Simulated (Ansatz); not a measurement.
A nudged elastic band was laid between two geometries of BFH3NO + H2O (10 atoms, charge 0, multiplicity 1).

The calculation used Ansatz, RKS revPBE-D4/def2-SVP.

| Item | Value |
| --- | --- |
| movable images | 5 |
| climbing image | yes |
| spring | 5.0 eV/Å² |
| optimiser | quadratic models (default) |
| start path | through a guess of the saddle point |
| force threshold | 0.05 eV/Å |
| iteration limit | 60 |
| end points | relaxed |

First end point:

```xyz
10
Properties=species:S:1:pos:R:3
B -0.091 -0.375 -0.218
F -0.006 -0.848 1.059
O 1.022 -0.275 -1.011
H 1.835 -0.412 -0.493
N -1.376 -0.011 -0.727
H -2.230 -0.331 -0.272
H -1.489 0.197 -1.718
O -0.177 2.180 0.936
H -0.820 1.783 0.310
H -0.373 1.681 1.752
```

Last end point:

```xyz
10
Properties=species:S:1:pos:R:3
B -0.057 0.507 -0.428
F -0.261 0.035 2.433
O 1.202 -0.021 -0.604
H 1.188 -0.889 -1.038
N -1.249 -0.009 -1.016
H -1.268 -0.857 -1.580
H -2.183 0.293 -0.741
O -0.076 1.662 0.381
H -0.941 2.105 0.360
H -0.059 0.761 1.849
```

Task: Which bonds break or form, and what moves?

Result: Bonds broken: B1–F2, O8–H10. Bonds formed: B1–O8, F2–H10. BFH3NO + H2O becomes BH4NO2 + FH.

Task: Give the energies along the band, and the barrier.

Result: It converged. The highest image is number 3 of 0 to 6, 27.4 kcal/mol above the first end and 18.9 kcal/mol above the last; the last end lies 8.4 kcal/mol above the first. A vibrational analysis at the climbing image gives one clearly imaginary mode, 758i cm⁻¹: a first-order saddle point. The orbitals stay closed-shell, which can raise the energy where a bond breaks towards radicals; this wasn't checked here.

```csv
image,path coordinate (Å),energy (kcal/mol),B1–F2 (Å),O8–H10 (Å),B1–O8 (Å)
0,0.00,0.0,1.36,0.98,2.80
1,0.77,6.0,1.38,0.98,2.37
2,1.55,12.3,1.42,0.98,1.89
3,2.32,27.4,1.78,1.19,1.56
4,4.72,9.3,3.18,1.75,1.42
5,7.11,8.5,2.89,1.72,1.41
6,9.50,8.4,2.91,1.72,1.41
```

Task: What is the geometry of the highest image?

Result: 
```xyz
10
Properties=species:S:1:pos:R:3
B -0.073 0.376 -0.122
F -0.202 -0.363 1.487
O 1.195 0.179 -0.641
H 1.262 -0.680 -1.088
N -1.314 0.101 -0.832
H -2.100 -0.252 -0.282
H -1.247 -0.420 -1.708
O -0.087 1.691 0.715
H -0.952 2.114 0.550
H -0.187 0.844 1.538
```

Task: What are the harmonic wavenumbers there?

Result: 758i, 207, 302, 330, 349, 385, 420, 497, 545, 612, 693, 862, 916, 943, 1098, 1201, 1301, 1393, 1554, 1891, 3498, 3587, 3701, 3783 cm⁻¹.

The band took 43 iterations and about 9 core-minutes.

Time of the run: 4.4 min on 2 threads of Arm Neoverse V2, with other jobs on the host, peak memory 0.12 GiB.
